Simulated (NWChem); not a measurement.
System: CHOS cation; SMILES O=C=[SH+]

```xyz
4

O      0.0121    -1.7197     0.0000
C     -0.0028    -0.5995     0.0000
S      0.0778     1.0422     0.0000
H     -1.2827     1.1144     0.0000
```
Atoms are numbered in this order, from 1.

The geometry was optimised at PBE0-D3(BJ)/def2-TZVP.

 Unshifted, non-relativistic core excitations; the lowest 4 roots alone, so stronger bands may lie above.

Task: List the first O K-edge excitations from PBE0/cc-pVTZ, restricted-window TDA (NWChem).

Result: 
```csv
state,energy (eV),dipole oscillator strength,leading excitation (squared amplitude)
S1,520.7,0.0398,1s of atom 1 or its equivalents → LUMO (0.96)
S2,521.9,0.0350,1s of atom 1 or its equivalents → LUMO+1 (0.99)
S3,524.7,0.0080,1s of atom 1 or its equivalents → LUMO+2 (0.89)
S4,525.7,0.0027,1s of atom 1 or its equivalents → LUMO+3 (0.90)
```
